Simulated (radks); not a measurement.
Species: Pr+. Configuration: [Xe] 4f2.75 6s1.25 (fractional occupations, a model configuration). Calculated with a radial shooting solver on a logarithmic mesh with Libxc functionals: scalar-relativistic Kohn-Sham, PBE, spin-unpolarised, spherical densities, point nucleus.

X-ray form factor f0, the Fourier transform of the density (f0(0) = 58):

sin(theta)/lambda (1/angstrom)  f0 (electrons)
0.05                                    56.882
0.1                                     54.176
0.15                                    50.891
0.2                                     47.516
0.25                                    44.241
0.3                                     41.193
0.4                                     35.994
0.5                                     31.831
0.6                                     28.352
0.8                                     22.885
1                                       19.180
1.25                                    16.219
1.5                                     14.005
2                                       10.136
